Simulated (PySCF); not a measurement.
PySCF input (M06-L/def2-TZVPD):

```python
from pyscf import gto, scf, dft

mol = gto.M(
    atom='''
    C    -1.06882301    0.52844032    0.04631452
    Cl    0.47894281   -0.16539043   -0.01430365
    H    -1.72908970   -0.35900451   -0.03472507
    ''',
    basis='def2-tzvpd',
    charge=0,
    spin=0,
    verbose=4,
)

mf = dft.RKS(mol, xc='m06l').density_fit(auxbasis='def2-universal-jkfit')
mf.grids.level = 4
mf.conv_tol = 1e-9
mf.max_cycle = 100
mf.max_memory = 1500
mf.kernel()
if not mf.converged:
    mf = mf.newton()
    mf.kernel(mf.make_rdm1())
mf.analyze()
```

Output:

```
PySCF version 2.14.0

[INPUT] verbose = 4
[INPUT] num. atoms = 3
[INPUT] num. electrons = 24
[INPUT] charge = 0
[INPUT] spin (= nelec alpha-beta = 2S) = 0
[INPUT] symmetry False subgroup None
[INPUT] Mole.unit = angstrom
[INPUT] Symbol           X                Y                Z      unit          X                Y                Z       unit  Magmom
[INPUT]  1 C     -1.068823010000   0.528440320000   0.046314520000 AA   -2.019782764533   0.998607477978   0.087521758391 Bohr   0.0
[INPUT]  2 Cl     0.478942810000  -0.165390430000  -0.014303650000 AA    0.905070740230  -0.312542616324  -0.027029981082 Bohr   0.0
[INPUT]  3 H     -1.729089700000  -0.359004510000  -0.034725070000 AA   -3.267505977806  -0.678420201384  -0.065620871956 Bohr   0.0

nuclear repulsion = 38.7233359889557
number of shells = 34
number of NR pGTOs = 135
number of NR cGTOs = 92
basis = def2-tzvpd
ecp = {}

******** <class 'pyscf.df.df_jk.DFRKS'> ********
method = DFRKS
initial guess = minao
damping factor = 0
level_shift factor = 0
DIIS = <class 'pyscf.scf.diis.CDIIS'>
diis_start_cycle = 1
diis_space = 8
diis_damp = 0
SCF conv_tol = 1e-09
SCF conv_tol_grad = None
SCF max_cycles = 100
direct_scf = False
XC library pyscf.dft.libxc version 7.1.2
    S. Lehtola, C. Steigemann, M. J. T. Oliveira, and M. A. L. Marques,  SoftwareX 7, 1–5 (2018)
XC functionals = m06l
    Y. Zhao and D. G. Truhlar,  J. Chem. Phys. 125, 194101 (2006)
    Y. Zhao and D. G. Truhlar,  J. Chem. Phys. 125, 194101 (2006)
    Y. Zhao and D. G. Truhlar,  Theor. Chem. Acc. 120, 215 (2008)
radial grids:
    Treutler-Ahlrichs [JCP 102, 346 (1995); DOI:10.1063/1.469408] (M4) radial grids

becke partition: Becke, JCP 88, 2547 (1988); DOI:10.1063/1.454033
pruning grids: <function nwchem_prune>
grids dens level: 4
symmetrized grids: False
atomic radii adjust function: <function treutler_atomic_radii_adjust>
small_rho_cutoff = 0
Set gradient conv threshold to 3.16228e-05
Initial guess from minao.
tot grids = 73008
init E= -498.855923914563
  HOMO = -0.246400856778379  LUMO = -0.165987126625787  gap/eV = 2.18817
cycle= 1 E= -498.778089272195  delta_E= 0.0778  |g|= 0.149  |ddm|= 1.53
  HOMO = -0.206245177127943  LUMO = -0.149880561758138  gap/eV = 1.53376
cycle= 2 E= -498.780479511217  delta_E= -0.00239  |g|= 0.0976  |ddm|= 0.756
  HOMO = -0.211117436419212  LUMO = -0.148067795055219  gap/eV = 1.71567
cycle= 3 E= -498.781031982009  delta_E= -0.000552  |g|= 0.0853  |ddm|= 0.176
  HOMO = -0.217899337069589  LUMO = -0.154421509160027  gap/eV = 1.72732
cycle= 4 E= -498.78307768385  delta_E= -0.00205  |g|= 0.022  |ddm|= 0.0875
  HOMO = -0.215761549820559  LUMO = -0.15217086968434  gap/eV = 1.73039
cycle= 5 E= -498.78321894248  delta_E= -0.000141  |g|= 0.00393  |ddm|= 0.0269
  HOMO = -0.216138723692367  LUMO = -0.152548845455843  gap/eV = 1.73037
cycle= 6 E= -498.783223403788  delta_E= -4.46e-06  |g|= 0.00102  |ddm|= 0.0126
  HOMO = -0.216225511248211  LUMO = -0.152619784954627  gap/eV = 1.73080
cycle= 7 E= -498.783223724377  delta_E= -3.21e-07  |g|= 0.000287  |ddm|= 0.00423
  HOMO = -0.216232141125126  LUMO = -0.152623672796587  gap/eV = 1.73087
cycle= 8 E= -498.78322374594  delta_E= -2.16e-08  |g|= 9.1e-05  |ddm|= 0.00094
  HOMO = -0.216233250544864  LUMO = -0.152622713134551  gap/eV = 1.73093
cycle= 9 E= -498.783223747885  delta_E= -1.94e-09  |g|= 1.85e-05  |ddm|= 0.000264
  HOMO = -0.216236999908677  LUMO = -0.152626762838722  gap/eV = 1.73092
cycle= 10 E= -498.78322374796  delta_E= -7.57e-11  |g|= 5.78e-06  |ddm|= 5.03e-05
  HOMO = -0.216235629370832  LUMO = -0.152625442705869  gap/eV = 1.73092
Extra cycle  E= -498.783223747962  delta_E= -1.59e-12  |g|= 5.71e-06  |ddm|= 1.93e-05
converged SCF energy = -498.783223747962
**** SCF Summaries ****
Total Energy =                        -498.783223747961813
Nuclear Repulsion Energy =              38.723335988955739
One-electron Energy =                 -763.347409949042571
Two-electron Energy =                  225.840850212125048
Two-electron Coulomb Energy =          259.784631559175409
DFT Exchange-Correlation Energy =      -33.943781347050361
HOMO-LUMO gap [eV] =                     1.730921344144570
**** MO energy ****
MO #1   energy= -101.222179757704  occ= 2
MO #2   energy= -10.1494937589845  occ= 2
MO #3   energy= -9.45102421213122  occ= 2
MO #4   energy= -7.15771975569725  occ= 2
MO #5   energy= -7.15385486548523  occ= 2
MO #6   energy= -7.14805651239036  occ= 2
MO #7   energy= -0.866840479058808 occ= 2
MO #8   energy= -0.600881059711636 occ= 2
MO #9   energy= -0.421234069374659 occ= 2
MO #10  energy= -0.366532931062081 occ= 2
MO #11  energy= -0.342247359547743 occ= 2
MO #12  energy= -0.216235629370832 occ= 2
MO #13  energy= -0.152625442705869 occ= 0
MO #14  energy= 0.000179448632113589 occ= 0
MO #15  energy= 0.0174682397617231 occ= 0
MO #16  energy= 0.0456710295450553 occ= 0
MO #17  energy= 0.0459554732070689 occ= 0
MO #18  energy= 0.0670356232148004 occ= 0
MO #19  energy= 0.105984678985909  occ= 0
MO #20  energy= 0.109162230980931  occ= 0
MO #21  energy= 0.149544170422677  occ= 0
MO #22  energy= 0.171712233467742  occ= 0
MO #23  energy= 0.194817081367769  occ= 0
MO #24  energy= 0.206052758409189  occ= 0
MO #25  energy= 0.226519559862265  occ= 0
MO #26  energy= 0.231200996529399  occ= 0
MO #27  energy= 0.245299624116513  occ= 0
MO #28  energy= 0.262893414106769  occ= 0
MO #29  energy= 0.264202486709515  occ= 0
MO #30  energy= 0.292369632377006  occ= 0
MO #31  energy= 0.31287280336468   occ= 0
MO #32  energy= 0.320810139455716  occ= 0
MO #33  energy= 0.349205563562787  occ= 0
MO #34  energy= 0.390637802872811  occ= 0
MO #35  energy= 0.40303458267967   occ= 0
MO #36  energy= 0.417962644010424  occ= 0
MO #37  energy= 0.45855349650305   occ= 0
MO #38  energy= 0.535187310070249  occ= 0
MO #39  energy= 0.550629853706331  occ= 0
MO #40  energy= 0.553391751196074  occ= 0
MO #41  energy= 0.569817602280078  occ= 0
MO #42  energy= 0.594753697101051  occ= 0
MO #43  energy= 0.601430142796328  occ= 0
MO #44  energy= 0.626493431575059  occ= 0
MO #45  energy= 0.682147803523012  occ= 0
MO #46  energy= 0.735875327651872  occ= 0
MO #47  energy= 0.80629137470423   occ= 0
MO #48  energy= 0.907959491455259  occ= 0
MO #49  energy= 0.966954645998747  occ= 0
MO #50  energy= 0.978337290137338  occ= 0
MO #51  energy= 1.10281254040825   occ= 0
MO #52  energy= 1.31759643035653   occ= 0
MO #53  energy= 1.50446148516232   occ= 0
MO #54  energy= 1.56482545004731   occ= 0
MO #55  energy= 1.69772603297199   occ= 0
MO #56  energy= 1.79220774062696   occ= 0
MO #57  energy= 1.79931565060336   occ= 0
MO #58  energy= 1.88374637849959   occ= 0
MO #59  energy= 1.92332729733704   occ= 0
MO #60  energy= 1.93461622373587   occ= 0
MO #61  energy= 1.93629634654874   occ= 0
MO #62  energy= 1.95798430952719   occ= 0
MO #63  energy= 2.04112238921941   occ= 0
MO #64  energy= 2.06744611075976   occ= 0
MO #65  energy= 2.07118243408275   occ= 0
MO #66  energy= 2.08697670650129   occ= 0
MO #67  energy= 2.08965871034541   occ= 0
MO #68  energy= 2.22986387324458   occ= 0
MO #69  energy= 2.31881276847748   occ= 0
MO #70  energy= 2.36913717092052   occ= 0
MO #71  energy= 2.43009408309224   occ= 0
MO #72  energy= 2.48747042046444   occ= 0
MO #73  energy= 2.54013737648012   occ= 0
MO #74  energy= 2.59896605435533   occ= 0
MO #75  energy= 2.83182669391845   occ= 0
MO #76  energy= 2.87977506338892   occ= 0
MO #77  energy= 3.09327364602632   occ= 0
MO #78  energy= 3.11184947838738   occ= 0
MO #79  energy= 3.13322073025443   occ= 0
MO #80  energy= 3.19996044222629   occ= 0
MO #81  energy= 3.28741999539566   occ= 0
MO #82  energy= 3.30740186507739   occ= 0
MO #83  energy= 3.60749983530387   occ= 0
MO #84  energy= 3.60998388627944   occ= 0
MO #85  energy= 3.72806351267418   occ= 0
MO #86  energy= 4.15667363056161   occ= 0
MO #87  energy= 4.26352112991642   occ= 0
MO #88  energy= 10.913823155057    occ= 0
MO #89  energy= 10.9386226745506   occ= 0
MO #90  energy= 11.345327332233    occ= 0
MO #91  energy= 21.8308708866609   occ= 0
MO #92  energy= 25.8531924726874   occ= 0
 ** Mulliken pop on meta-lowdin orthogonal AOs  **
 ** Mulliken pop  **
pop of  0 C 1s            1.99993
pop of  0 C 2s            1.60154
pop of  0 C 3s            0.01337
pop of  0 C 4s            0.00089
pop of  0 C 5s            0.00009
pop of  0 C 6s            0.00020
pop of  0 C 2px           0.85734
pop of  0 C 2py           1.40852
pop of  0 C 2pz           0.31043
pop of  0 C 3px           0.00669
pop of  0 C 3py           0.00534
pop of  0 C 3pz           0.00058
pop of  0 C 4px           0.00035
pop of  0 C 4py           0.00121
pop of  0 C 4pz           0.00050
pop of  0 C 3dxy          0.00404
pop of  0 C 3dyz          0.00160
pop of  0 C 3dz^2         0.00483
pop of  0 C 3dxz          0.00165
pop of  0 C 3dx2-y2       0.00577
pop of  0 C 4dxy          0.00018
pop of  0 C 4dyz          0.00003
pop of  0 C 4dz^2         0.00035
pop of  0 C 4dxz          0.00005
pop of  0 C 4dx2-y2       0.00003
pop of  0 C 5dxy          0.00089
pop of  0 C 5dyz          0.00009
pop of  0 C 5dz^2         0.00005
pop of  0 C 5dxz          0.00078
pop of  0 C 5dx2-y2       0.00075
pop of  0 C 4f-3          0.00053
pop of  0 C 4f-2          0.00009
pop of  0 C 4f-1          0.00040
pop of  0 C 4f+0          0.00024
pop of  0 C 4f+1          0.00017
pop of  0 C 4f+2          0.00007
pop of  0 C 4f+3          0.00047
pop of  1 Cl 1s           1.99999
pop of  1 Cl 2s           1.99989
pop of  1 Cl 3s           1.85296
pop of  1 Cl 4s           0.00426
pop of  1 Cl 5s           0.00101
pop of  1 Cl 6s           0.00042
pop of  1 Cl 2px          1.99996
pop of  1 Cl 2py          1.99998
pop of  1 Cl 2pz          1.99997
pop of  1 Cl 3px          1.42457
pop of  1 Cl 3py          1.86813
pop of  1 Cl 3pz          1.68625
pop of  1 Cl 4px          0.00662
pop of  1 Cl 4py          0.00422
pop of  1 Cl 4pz          0.00205
pop of  1 Cl 5px          0.00032
pop of  1 Cl 5py          0.00080
pop of  1 Cl 5pz          0.00051
pop of  1 Cl 6px          0.00030
pop of  1 Cl 6py          0.00031
pop of  1 Cl 6pz          0.00003
pop of  1 Cl 7px          0.00016
pop of  1 Cl 7py          0.00012
pop of  1 Cl 7pz          0.00003
pop of  1 Cl 3dxy         0.01230
pop of  1 Cl 3dyz         0.00053
pop of  1 Cl 3dz^2        0.00221
pop of  1 Cl 3dxz         0.00474
pop of  1 Cl 3dx2-y2      0.00765
pop of  1 Cl 4dxy         0.00028
pop of  1 Cl 4dyz         0.00001
pop of  1 Cl 4dz^2        0.00009
pop of  1 Cl 4dxz         0.00010
pop of  1 Cl 4dx2-y2      0.00049
pop of  1 Cl 5dxy         0.00062
pop of  1 Cl 5dyz         0.00001
pop of  1 Cl 5dz^2        0.00012
pop of  1 Cl 5dxz         0.00001
pop of  1 Cl 5dx2-y2      0.00039
pop of  1 Cl 4f-3         0.00045
pop of  1 Cl 4f-2         0.00012
pop of  1 Cl 4f-1         0.00002
pop of  1 Cl 4f+0         0.00009
pop of  1 Cl 4f+1         0.00018
pop of  1 Cl 4f+2         0.00016
pop of  1 Cl 4f+3         0.00038
pop of  2 H 1s            0.86816
pop of  2 H 2s            0.00954
pop of  2 H 3s            0.00243
pop of  2 H 2px           0.00161
pop of  2 H 2py           0.00180
pop of  2 H 2pz           0.00002
pop of  2 H 3px           0.00092
pop of  2 H 3py           0.00136
pop of  2 H 3pz           0.00029
 ** Mulliken atomic charges  **
charge of    0C =     -0.23008
charge of    1Cl =      0.11622
charge of    2H =      0.11386
Dipole moment(X, Y, Z, Debye):  0.11880, -1.47162, -0.13276
```
